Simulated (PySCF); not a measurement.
C₂H₁₀Si₄, SMILES C1[SiH2][Si@H]([SiH2][SiH3])C=1.

Coordinates come from a B3LYP-D3(BJ)/def2-SVP optimisation. The structure was generated by enumeration; whether it is a known compound was not checked. The values are those of a single conformer.

The numbers are results of PySCF with SMD-M06-2X/6-31G*, not measurements.

Solvation free energies are E(SMD) − E(gas) at the gas-phase geometry, for 1 M in both phases. In vacuum the dipole moment is 0.58 D.

| solvent | ΔG(solv) (kcal/mol) | its non-electrostatic (CDS) part | dipole (D) |
|---|---|---|---|
| water | 5.0 | 6.3 | 0.74 |
| benzene | -1.2 | -0.7 | 0.66 |
| diethylether | -1.4 | -0.6 | 0.70 |
